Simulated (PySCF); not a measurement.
FH3S2Si. Atoms are numbered in the order given.

```xyz
7

Si     0.1268    -0.5874     0.0016
F     -0.5551    -1.2190     1.3361
S      1.5347     0.9483     0.4223
S     -1.3977     0.3875    -1.1180
H      0.7911    -1.7307    -0.6712
H      2.5700     0.0855     0.5403
H     -2.3338    -0.5316    -0.7848
```
Charge 0, spin multiplicity 1.

Geometry: r2SCAN-D4/def2-SVP. Other conformers were not sampled.

Computed with KT2/pcSseg-1 (PySCF).

GIAO shieldings, no solvent; atoms listed in one row are averaged. δ = σ(ref) − σ: ²⁹Si against TMS (σ = 361.9 ppm); ¹⁹F against CFCl3 (σ = 127.1 ppm); ³³S against H2S (σ = 723.0 ppm); ¹H against TMS (σ = 31.47 ppm), references at their B3LYP-D3(BJ)/def2-TZVP geometries, non-relativistic.

```csv
nucleus,atoms,count,δ (ppm)
²⁹Si,Si1,1,27.0
¹⁹F,F2,1,-148.8
³³S,S3,1,79.1
³³S,S4,1,48.1
¹H,H5,1,6.60
¹H,H6,1,1.72
¹H,H7,1,1.46
```
